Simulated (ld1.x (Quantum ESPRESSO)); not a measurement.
## Before and after: ultrasoft potential for fluorine (F)

```json
{
  "Element": "F",
  "Generator": "ld1.x (Quantum ESPRESSO) 7.5",
  "Type": "ultrasoft",
  "Functional": "PW91",
  "Relativity": "non-relativistic",
  "Frozen core": "[He]",
  "Valence charge": "7",
  "Reference configuration": "2s1 2p6",
  "Partial waves": "2s (bound): rcut 0.45, rcutus 0.60 bohr; 2s channel at -1.9 Ry: rcut 0.45, rcutus 0.60 bohr; 2p (bound): rcut 1.20, rcutus 1.65 bohr; 2p channel at 0.55 Ry: rcut 1.20, rcutus 1.65 bohr; 3d channel at -0.1 Ry: rcut 1.40, rcutus 1.90 bohr; 3d channel at 1.15 Ry: rcut 1.40, rcutus 1.90 bohr",
  "Local potential": "all-electron potential smoothed inside 1.05 bohr (lloc = -2)",
  "Core correction": "none",
  "Augmentation charge": "built from norm-conserving waves at rcut, not smoothed further"
}
```

Change: core correction a·sin(br)/r model core inside 0.54 bohr.

Cutoffs: the cutoffs (Ry, on a coarse ladder) from which the occupation-weighted sum of valence levels, in a spherical-Bessel basis at the reference potential, stays within 10 and 1 mRy of its value at 400 Ry; they do not see the model core or the augmentation charge, which bear on the density cutoff. Errors are all-electron minus pseudo energies relative to the spin-unpolarised reference configuration.

**Question.** How do hardness, ghosts and transferability respond?

**Answer.** The potential gets neither clearly harder nor softer (90 Ry and 120 Ry → 90 Ry and 120 Ry); of the 7 tests that both files solve, the error grows in 0 and shrinks in 4 by more than 15 % and 0.3 meV (median size 115.6 → 87.6 meV); neither file shows a bound ghost. Exchange and correlation are not linear in the density, so unscreening with the valence charge alone errs where core and valence overlap; a model core restores that term. A model core, the more so a compact one, raises the density cutoff, which this test does not measure.

```csv
quantity,base,changed
"cutoff, loose",90 Ry,90 Ry
"cutoff, tight",120 Ry,120 Ry
bound ghosts,none,none
"error for 2s2 2p5, meV [ΔE -18.68 eV]",+87,+63
"error for 2s2 2p4, meV [ΔE 0.83 eV]",+165,+132
"error for 2s2 2p3, meV [ΔE 39.35 eV]",+378,+330
"error for 2s2 2p4.5, meV [ΔE -11.08 eV]",+116,+88
"error for 2s1 2p5, meV [ΔE 19.78 eV]",+8.2,+8.1
"error for 2s2 2p2, meV [ΔE 100.14 eV]",+892,+810
"error for 2s2 2p5.3, meV [ΔE -21.38 eV]",+78,+54
s: phases at 2.06 bohr within 0.05 rad from the reference energy up to (Ry; the scan ends near 5),to the end of the scan,to the end of the scan
p: phases at 2.06 bohr within 0.05 rad from the reference energy up to (Ry; the scan ends near 5),to the end of the scan,to the end of the scan
d: phases at 2.06 bohr within 0.05 rad from the reference energy up to (Ry; the scan ends near 5),to the end of the scan,to the end of the scan
lowest overlap eigenvalue by channel,"s 0.34, p 0.51, d 0.68","s 0.34, p 0.51, d 0.68"
```
